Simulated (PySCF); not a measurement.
# Structure elucidation problem

An unknown has the formula C6H7F3Si. Its calculated NMR data are:

1H NMR (400 MHz, computed): δ 7.21 (m, 1H), 6.59 (m, 1H), 6.43 (m, 1H), 4.95 (m, 1H), 0.41 (d, 3H).

13C{1H} NMR (computed): δ 157.1 (C), 151.6 (CH), 138.7 (CH), 134.1 (CH), 131.8 (C), -7.2 (CH3).

One conformer, fast rotation and ring inversion assumed for equivalent nuclei, relativity neglected, isolated molecule. GIAO PBE/pcSseg-1 shieldings; geometry: PBE0-D3(BJ)/def2-SVP; PySCF.

δ = σ(ref) − σ, references computed at the same level: 1H (σ = 31.20 ppm), 13C (σ = 180.03 ppm) vs TMS.

Question: What is the structure?

Answer: 
- The formula gives 3 degrees of unsaturation (1 ring in the answer).
- 6 carbon signals for 6 carbons: no two carbons are equivalent.
- Carbon types of the structure: 2 × C, 3 × CH, 1 × CH3, leaving 1 H on heteroatoms.
- δC 157.1: fully substituted alkene carbon; as expected for a trigonal carbon in a double bond.
- δC 151.6, 138.7, 134.1: alkene CH; an sp2 carbon of a C=C bond.
- δC 131.8: CF3 carbon; 3 electronegative neighbours deshield it.
- δC -7.2: methyl carbon bonded to Si; an electropositive neighbour leaves it electron-rich and shielded.
- δH 7.21, 6.59, 6.43: hydrogen on an alkene CH; a vinylic proton, deshielded by the sp2 carbon and the C=C anisotropy.
- δH 4.95: hydrogen on a silicon bonded to 3 C, in a 5-membered ring.
- δH 0.41: hydrogen on a methyl carbon bonded to Si; an electropositive neighbour shields it, as in TMS itself.

Structure: SMILES C[Si@H]1C=CC(C(F)(F)F)=C1.

This is the structure that produced the data.

Splittings by 19F in the carbon and heteronuclear signals aren't shown, as no couplings were computed. Shifts are as computed. Against solution values, carbons near 30 ppm lie about +2 ppm off and those near 130 ppm about +2 ppm. Of 1309 compounds with measured shifts, 239 miss one by over three times the rms of a fit or turn the order of signals round; such compounds aren't used in these exercises. Multiplicities follow the n + 1 count of equivalent neighbours, as no J values were calculated; m marks all less simple cases, F and P coupling included.
